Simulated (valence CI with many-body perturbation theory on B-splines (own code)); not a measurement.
E1 line list for Ta59+

Method: configuration interaction combined with many-body perturbation theory (CI+MBPT): four valence electrons over a frozen Dirac-Fock core [Ne], radial functions for each j: 11 s, 11 p, 10 d, 8 f, 5 g, 2 h, with the one-electron correlation potential Σ1, the two-electron term Σ2, the three-electron term Σ3, Breit, model QED; selected CI, second order for the rest, scaled by the run's own slope (own B-spline code, finite nucleus).

No measured spectrum was set against this ion. As an estimate, large intervals hold to a few tenths of a per cent, small ones and those within an open d or f shell to about a per cent. Among the levels kept, up to 570 cm⁻¹ of a level comes from second order outside the variational space, and about a tenth of that is noise between levels of different J, which matters for small intervals.

Lines 151 to 200 of 562 in falling wavelength, among levels below 13331 × 10³ cm⁻¹, chosen from the strongest by gf and those to the six lowest levels. Wavelengths and rates use the calculated energies. Electric multipoles are in the length gauge, E1 and E2 with the static RPA response of the core. Weak lines are less certain than strong ones. Lines between different terms over intervals too small for the method are left out, as are lines whose strength nearly cancels. The highest levels of a list are the least certain.

Levels are named by their leading jj configuration (3d3/2^4 stands for four electrons in 3d with j = 3/2), which in mixed levels can hold well under half, so a name can repeat and another be missing. Letters in brackets count levels of one name in rising energy.

| λ vac (Å) | Upper | Lower | A (s⁻¹) | log gf | Branch % |
| --- | --- | --- | --- | --- | --- |
| 40.03 | (3s 3p1/2 3d3/2 3d5/2) J=2 [a] | (3s 3p1/2 3p3/2 3d3/2) J=2 [b] | 8.77e+10 | -0.98 | 11.7 |
| 40.02 | (3p1/2^2 3p3/2 3d5/2) J=1 | (3p1/2^2 3p3/2^2) J=0 | 1.72e+11 | -0.91 | 17.7 |
| 39.97 | (3p1/2^2 3p3/2 3d5/2) J=3 | (3s 3p1/2 3p3/2 3d3/2) J=2 [b] | 2.52e+11 | -0.37 | 25.4 |
| 39.96 | (3p1/2^2 3d3/2 3d5/2) J=4 | (3p1/2^2 3p3/2 3d3/2) J=3 | 1.93e+11 | -0.38 | 48.4 |
| 39.89 | (3s 3p1/2 3d3/2 3d5/2) J=4 [c] | (3s 3p1/2 3p3/2 3d3/2) J=3 [c] | 7.54e+10 | -0.79 | 2.9 |
| 39.89 | (3p1/2^2 3d3/2 3d5/2) J=3 | (3p1/2^2 3p3/2 3d3/2) J=2 | 1.31e+11 | -0.66 | 37.3 |
| 39.87 | (3s 3p1/2^2 3d5/2) J=3 | (3s 3p1/2^2 3p3/2) J=2 | 1.91e+11 | -0.50 | 81.7 |
| 39.86 | (3s 3p1/2 3p3/2 3d5/2) J=2 [d] | (3s 3p1/2 3p3/2^2) J=1 [b] | 3.45e+11 | -0.39 | 12.3 |
| 39.83 | (3s 3p1/2 3d5/2^2) J=0 | (3s 3p1/2 3p3/2 3d5/2) J=1 [b] | 3.25e+11 | -1.11 | 47.6 |
| 39.82 | (3s 3p3/2^2 3d5/2) J=3 [b] | (3s 3p3/2^3) J=2 | 5.36e+10 | -1.05 | 2.2 |
| 39.79 | (3s^2 3p3/2 3d5/2) J=1 | (3s^2 3p3/2^2) J=0 | 3.16e+11 | -0.65 | 73.8 |
| 39.79 | (3s^2 3d3/2 3d5/2) J=2 | (3s^2 3p3/2 3d3/2) J=1 | 1.93e+11 | -0.64 | 5.0 |
| 39.77 | (3s^2 3p1/2 3d5/2) J=2 | (3s^2 3p1/2 3p3/2) J=1 | 2.73e+11 | -0.49 | 87.2 |
| 39.72 | (3s 3p1/2 3d3/2 3d5/2) J=4 [a] | (3s 3p1/2 3p3/2 3d3/2) J=3 [a] | 2.06e+11 | -0.36 | 76.7 |
| 39.72 | (3s 3p1/2 3p3/2 3d5/2) J=1 [c] | (3s 3p1/2 3p3/2^2) J=1 [a] | 2.63e+11 | -0.73 | 30.4 |
| 39.70 | (3s^2 3d3/2 3d5/2) J=2 | (3s^2 3p3/2 3d3/2) J=2 | 1.13e+11 | -0.87 | 3.0 |
| 39.60 | (3s 3p1/2 3d5/2^2) J=2 [a] | (3s 3p1/2 3p3/2 3d5/2) J=3 [a] | 8.12e+10 | -1.02 | 12.9 |
| 39.54 | (3s 3p1/2 3p3/2 3d5/2) J=3 [d] | (3s 3p1/2 3p3/2^2) J=2 [b] | 3.71e+11 | -0.22 | 21.9 |
| 39.50 | (3s 3p1/2 3p3/2 3d5/2) J=3 [a] | (3s 3p1/2 3p3/2^2) J=2 [a] | 2.83e+11 | -0.33 | 64.6 |
| 39.50 | (3s 3p1/2 3d5/2^2) J=3 [a] | (3s 3p1/2 3p3/2 3d5/2) J=4 [b] | 5.99e+10 | -1.01 | 10.7 |
| 39.47 | (3s 3p1/2 3d5/2^2) J=1 [b] | (3s 3p1/2 3p3/2 3d5/2) J=2 [c] | 1.74e+11 | -0.92 | 20.6 |
| 39.45 | (3s 3p1/2 3d3/2 3d5/2) J=2 [c] | (3s 3p1/2 3p3/2 3d3/2) J=1 [b] | 1.85e+11 | -0.67 | 7.0 |
| 39.43 | (3s^2 3d3/2 3d5/2) J=1 | (3s^2 3p3/2 3d3/2) J=0 | 1.54e+11 | -0.97 | 4.1 |
| 39.39 | (3s 3p1/2 3p3/2 3d5/2) J=2 [c] | (3s 3p1/2 3p3/2^2) J=2 [b] | 1.21e+11 | -0.85 | 10.3 |
| 39.39 | (3s 3p1/2 3p3/2 3d5/2) J=1 [b] | (3s 3p1/2 3p3/2^2) J=0 | 1.81e+11 | -0.90 | 22.5 |
| 39.39 | (3s 3p1/2 3p3/2 3d5/2) J=2 [c] | (3s 3p1/2 3p3/2^2) J=1 [a] | 2.95e+11 | -0.47 | 25.1 |
| 39.36 | (3s 3p1/2 3d3/2 3d5/2) J=3 [a] | (3s 3p1/2 3p3/2 3d3/2) J=2 [a] | 2.87e+11 | -0.33 | 68.4 |
| 39.34 | (3s 3p3/2^2 3d5/2) J=2 [a] | (3s 3p3/2^3) J=2 | 4.15e+11 | -0.32 | 26.7 |
| 39.32 | (3p1/2^2 3d3/2 3d5/2) J=1 | (3p1/2^2 3p3/2 3d3/2) J=0 | 1.00e+11 | -1.16 | 25.1 |
| 39.31 | (3s 3p1/2 3d3/2 3d5/2) J=5 | (3s 3p1/2 3p3/2 3d3/2) J=4 | 2.42e+11 | -0.21 | 84.4 |
| 39.29 | (3s^2 3d3/2 3d5/2) J=4 | (3s^2 3p3/2 3d3/2) J=3 | 3.25e+11 | -0.17 | 11.8 |
| 39.29 | (3s^2 3d3/2 3d5/2) J=1 | (3s^2 3p3/2 3d3/2) J=1 | 1.46e+11 | -0.99 | 3.9 |
| 39.18 | (3s 3p1/2 3d3/2 3d5/2) J=1 [a] | (3s 3p1/2 3p3/2 3d3/2) J=1 [a] | 1.16e+11 | -1.10 | 25.5 |
| 39.10 | (3s 3p1/2 3d5/2^2) J=3 [a] | (3s 3p1/2 3p3/2 3d5/2) J=3 [b] | 2.00e+11 | -0.49 | 35.6 |
| 39.09 | (3p1/2^2 3d5/2^2) J=4 | (3p1/2^2 3p3/2 3d5/2) J=4 | 8.05e+10 | -0.78 | 15.9 |
| 39.00 | (3s 3p1/2 3d3/2 3d5/2) J=4 [b] | (3s 3p1/2 3p3/2 3d3/2) J=4 | 3.96e+10 | -1.09 | 8.5 |
| 38.91 | (3s^2 3d5/2^2) J=0 | (3s^2 3p3/2 3d5/2) J=1 | 6.91e+11 | -0.80 | 91.0 |
| 38.90 | (3s 3p3/2^2 3d5/2) J=2 [c] | (3s 3p3/2^3) J=1 | 6.83e+11 | -0.11 | 16.7 |
| 38.88 | (3s 3p1/2 3d3/2 3d5/2) J=2 [a] | (3s 3p1/2 3p3/2 3d3/2) J=1 [a] | 1.72e+11 | -0.71 | 22.9 |
| 38.85 | (3s 3p1/2 3d3/2 3d5/2) J=1 [a] | (3s 3p1/2 3p3/2 3d3/2) J=0 [a] | 1.69e+11 | -0.94 | 37.1 |
| 38.73 | (3s 3p1/2 3d3/2 3d5/2) J=4 [c] | (3s 3p1/2 3p3/2 3d3/2) J=3 [b] | 2.22e+11 | -0.35 | 8.4 |
| 38.69 | (3p1/2^2 3d5/2^2) J=2 | (3p1/2^2 3p3/2 3d5/2) J=2 | 2.26e+11 | -0.60 | 39.1 |
| 38.54 | (3s^2 3p3/2 3d5/2) J=3 | (3s^2 3p3/2^2) J=2 | 6.01e+11 | -0.03 | 99.5 |
| 38.44 | (3p1/2^2 3d3/2 3d5/2) J=2 | (3p1/2^2 3p3/2 3d3/2) J=2 | 6.82e+10 | -1.12 | 16.9 |
| 38.41 | (3s 3p1/2 3d5/2^2) J=5 | (3s 3p1/2 3p3/2 3d5/2) J=5 | 1.29e+11 | -0.50 | 30.8 |
| 38.40 | (3s 3p1/2 3d5/2^2) J=2 [a] | (3s 3p1/2 3p3/2 3d5/2) J=2 [a] | 3.72e+11 | -0.39 | 59.3 |
| 38.32 | (3s 3p1/2 3d5/2^2) J=2 [b] | (3s 3p1/2 3p3/2 3d5/2) J=2 [b] | 1.22e+11 | -0.87 | 15.3 |
| 38.31 | (3s 3p1/2 3p3/2 3d5/2) J=4 [c] | (3s 3p1/2 3p3/2^2) J=3 | 2.13e+11 | -0.37 | 18.3 |
| 38.25 | (3s 3p1/2 3p3/2 3d5/2) J=3 [b] | (3s 3p1/2 3p3/2^2) J=2 [a] | 1.25e+11 | -0.72 | 21.1 |
| 38.19 | (3s 3p1/2^2 3d5/2) J=2 | (3s 3p1/2^2 3p3/2) J=2 | 4.80e+10 | -1.28 | 18.5 |
